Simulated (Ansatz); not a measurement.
`O[SiH2]C#[C][GeH3]` + `O[SiH](Cl)Cl` → `Cl[SiH](Cl)[O][GeH3]` + `C#C[SiH2]O`  (ligand exchange at a Ge–C bond)

Gas-phase electronic energies from Ansatz, PBE0-D4/def2-TZVP geometries. CCSD(T)/CBS is the MP2 limit (def2-TZVPP, def2-QZVPP) plus CCSD(T) − MP2 in def2-TZVPP, frozen cores. This one scheme is used for every species. Functionals use def2-TZVPP. For Ge outer-core shells are correlated without core-valence functions, which leaves a few kJ/mol of doubt a bond. Scalar relativity is left out up to krypton. One conformer a species, not always the lowest.

CCSD(T)/CBS gives -0.25 eV.

(1) Another level gave -0.20 eV. Which?
A. PBE/def2-TZVPP
B. BHLYP-D4/def2-TZVPP
C. PBE0-D4/def2-TZVPP
D. CCSD/def2-TZVPP

Largest T1 diagnostic among the species: 0.012.

Results:

(1) C. PBE0-D4 -0.20, BHLYP-D4 -0.35, CCSD/def2-TZVPP -0.26, PBE -0.14 eV.

In def2-TZVPP, CCSD(T) changes the Hartree–Fock value by +0.12 eV (the triples alone add +0.02 eV) and MP2 by +0.14 eV. At CCSD(T), def2-SVP lies −0.07 eV from the extrapolated value and def2-TZVPP +0.01 eV.
